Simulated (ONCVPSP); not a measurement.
# Transferability test, ONCV potential for erbium

ONCVPSP 4.0.1 input, shortened (lines: element, Z, core and valence counts, functional; n l f; lmax; l rc ep ncon nbas qcut; lloc lpopt rc5 dvloc0; l nproj debl; icmod fcfact rcfact), PBE, scalar-relativistic:

```
  Er 68.00   12    3        4      upf
    1    0    2.00
    2    0    2.00
    2    1    6.00
    3    0    2.00
    3    1    6.00
    3    2   10.00
    4    0    2.00
    4    1    6.00
    4    2   10.00
    4    3   11.00
    5    0    2.00
    5    1    6.00
    5    2    1.00
    6    0    1.00
    6    1    1.00
    3
    0    3.15    0.00    4    6    1.90
    1    4.00    0.00    4    8    1.70
    2    3.25    0.00    3    8    4.20
    3    4.35    0.24    5   10    2.30
    4    5    2.40   -1.00
    0    1    0.40
    1    3    3.40
    2    3    0.50
    3    2    3.30
    3    2.00    1.10
```

Energies are relative to the spin-unpolarised reference configuration 5d1 6s1 6p1; without spin polarisation the order of configurations can differ from experiment.

```
valence configuration  charge  ΔE all-electron (eV)  error AE − PS (meV)
          5d1 6s2 6p0       0                -3.172                 +9.0
          5d1 6s0 6p0      +2                16.637                 +166
        5d1 6s1.5 6p0    +0.5                -0.323                 +3.2
```

(1) What are ΔE and the potential's error for 5d1 6s1 6p0?

Levels in the configuration 5d1 6s2 6p0:

| level | all-electron (eV) | pseudo (eV) |
| --- | --- | --- |
| 5d | -2.086 | -2.070 |
| 6s | -4.413 | -4.423 |

Note: ghosts flagged at negative energy: s at -35.6 eV; GHOST(+) flagged for p at 83.5 eV, f at 121.1 eV, p at 172.6 eV, p at 244.6 eV. A true bound ghost makes a file unfit for plane-wave use.

Answers

(1) ΔE = 3.873 eV all-electron; the error (AE − PS) is +2.6 meV.
